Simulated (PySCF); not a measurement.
**Correlation energy of Br⁺ (bromine, charge +1)**

Starting occupation: [Ar] 3d10 4s2 4p4, 4p1/2 with m_j = -1/2, +1/2, 4p3/2 with m_j = +1/2, +3/2. Calculation: PySCF 2.14, in x2c-TZVPPall-2c with one added diffuse shell each of s, p, d type (7s8p5d1f, 63 functions); X2C-1e with screened-nucleus spin-orbit coupling, Gaussian nucleus. Frozen: [Ar]; 16 electrons correlated; the 6 highest virtual spinors left out.

MP2 pair energies summed by pair of shells (mhartree):

| pair | energy | share (%) |
| --- | --- | --- |
| 3d-3d | -88.68 | 38.1 |
| 4p-4s | -50.98 | 21.9 |
| 4p-4p | -49.74 | 21.4 |
| 3d-4p | -22.06 | 9.5 |
| 3d-4s | -12.94 | 5.6 |
| 4s-4s | -8.52 | 3.7 |

Total MP2 correlation energy: -232.93 mhartree.

| level | correlation energy (mhartree) |
| --- | --- |
| CCSD | -243.59 |
| (T) | -5.74 |
| CCSD(T) | -249.33 |

Diagnostics: T1 = 0.0045, largest double amplitude 0.045.

Cost of the coupled-cluster step: 420 s of wall time on 4 threads of Intel(R) Xeon(R) Platinum 8259CL CPU @ 2.50GHz (shared host), for 16 occupied and 86 virtual spinors.

The GHF reference relaxed away from the jj start to a determinant that is no pure jj level (⟨S²⟩ = 1.96, ⟨J²⟩ = 6.02); the energies belong to that determinant.

This basis was not built for core-valence correlation, so the inner-shell part is incomplete.
